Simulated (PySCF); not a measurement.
difluoromethyl(methyl)silane (C2H6F2Si), SMILES C[SiH2]C(F)F. Heavy atoms are numbered as in [CH3:1][SiH2:2][CH:3]([F:4])[F:5]. Hydrogens are named by the atom that carries them.

Geometry optimised at B3LYP-D3(BJ)/def2-SVP. Other conformers were not sampled.

The numbers are results of PBE/def2-TZVP in PySCF, not measurements.

Atomic charges (e), one atom of each kind:

```tsv
atom	meta-Löwdin	Löwdin
C1 (CH3)	-0.59	…
Si2 (SiH2)	0.57	…
C3 (CH)	0.22	-0.57
F4	-0.28	0.14
H on C1	0.14	0.14
H on Si2	-0.09	…
H on C3	0.11	0.11
```

Task: Fill in the missing entries. (The exact figures need the calculation; the answer reports its results.)

Result: 
- C1 (CH3), Löwdin: -0.46
- Si2 (SiH2), Löwdin: 0.28
- H on Si2, Löwdin: -0.02

Task: Give the Mayer and Wiberg (Löwdin basis) orders of the bonds. (The exact figures need the calculation; the answer reports its results.)

Result: 
```csv
bond,Mayer,Wiberg
C1–Si2,1.04,1.26
Si2–C3,0.95,1.06
C3–F4,1.06,1.72
C3–F5,1.06,1.72
```
